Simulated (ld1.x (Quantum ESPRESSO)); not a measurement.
**magnesium (Mg), PAW: configuration errors across variants**

```json
{"Element": "Mg", "Generator": "ld1.x (Quantum ESPRESSO) 7.5", "Type": "PAW", "Functional": "Wu–Cohen", "Relativity": "non-relativistic", "Frozen core": "[He]", "Valence charge": "10", "Reference configuration": "2s2 2p6 3s2 3p0", "Partial waves": "2s (bound): rcut 1.15, rcutus 1.30 bohr; 3s (bound): rcut 1.15, rcutus 1.30 bohr; 2p (bound): rcut 1.05, rcutus 1.10 bohr; 3p (bound, empty): rcut 1.05, rcutus 1.10 bohr; 3d channel at 0.4 Ry: rcut 1.15, rcutus 1.45 bohr; 3d channel at 2.15 Ry: rcut 1.15, rcutus 1.45 bohr", "Local potential": "all-electron potential smoothed inside 1.35 bohr (lloc = -2)", "Core correction": "a·sin(br)/r model core, default radius (ld1.x builds one for every PAW set, though the input has nlcc=.false.)", "Augmentation charge": "PSQ, inside the norm-conserving radii"}
```

All-electron excitation energies from the reference (eV): (1) 2s2 2p6 3s1 3p0 7.906; (2) 2s2 2p6 3s1.5 3p0 3.125; (3) 2s2 2p6 3s0 3p1 12.166; (4) 2s2 2p5 3s2 3p0 58.623; (5) 2s2 2p6 3s0 3p2 7.074; (6) 2s1 2p6 3s2 3p0 90.978.

The overlap operator is not positive definite (basis up to 400 Ry) in “local potential all-electron potential smoothed inside 0.90 bohr (lloc = -1)”. Such files are unfit for use, however small their errors in these radial tests.

Tests that are not counted but printed errors over 1 eV. “base”: 2s2 2p6 3s0 3p0 (pseudo-atom not self-consistent, printed error -482 eV).

1 further variants failed, have other tests or too few solved ones, and are left out.

Errors AE − PS in meV (a dash: test not solved or not reliable):

| change | (1) | (2) | (3) | (4) | (5) | (6) | bound ghosts |
| --- | --- | --- | --- | --- | --- | --- | --- |
| base | 0.0 | 0.0 | 0.0 | -5.6 | 0.0 | +3.5 | none |
| augmentation BESSEL, radius 1.05 bohr | +0.1 | 0.0 | +0.1 | -22 | +0.1 | -5.4 | none |
| wave 3d channel at 2.15 Ry: rcut 1.15, rcutus 1.45 bohr becomes 3d channel at 0.15 Ry: rcut 1.15, rcutus 1.45 bohr | 0.0 | 0.0 | 0.0 | -5.6 | 0.0 | +3.5 | none |
| local potential all-electron potential smoothed inside 0.94 bohr (lloc = -2) | +0.1 | 0.0 | 0.0 | +0.7 | 0.0 | +9.3 | none |
| waves 3d channel at 0.4 Ry: rcut 1.15, rcutus 1.96 bohr; 3d channel at 2.15 Ry: rcut 1.15, rcutus 1.96 bohr | 0.0 | 0.0 | 0.0 | -5.6 | 0.0 | +3.5 | none |
| type ultrasoft; waves now 2s (bound): rcut 1.15, rcutus 1.30 bohr; 3s (bound): rcut 1.15, rcutus 1.30 bohr; 2p (bound): rcut 1.05, rcutus 1.10 bohr; 3p (bound): rcut 1.05, rcutus 1.10 bohr; 3d channel at 0.4 Ry: rcut 1.15, rcutus 1.45 bohr; local potential all-electron potential smoothed inside 0.90 bohr (lloc = -2); core correction none | -0.1 | 0.0 | -2.2 | +161 | -1.6 | -185 | none |
| local potential all-electron potential smoothed inside 0.90 bohr (lloc = -1) | 0.0 | 0.0 | 0.0 | +28 | 0.0 | +0.1 | not determined (overlap not positive) |

Give the same row for: waves 2p (bound): rcut 1.05, rcutus 1.42 bohr; 3p (bound): rcut 1.05, rcutus 1.42 bohr.

–, –, –, –, –, –; bound ghosts: none.
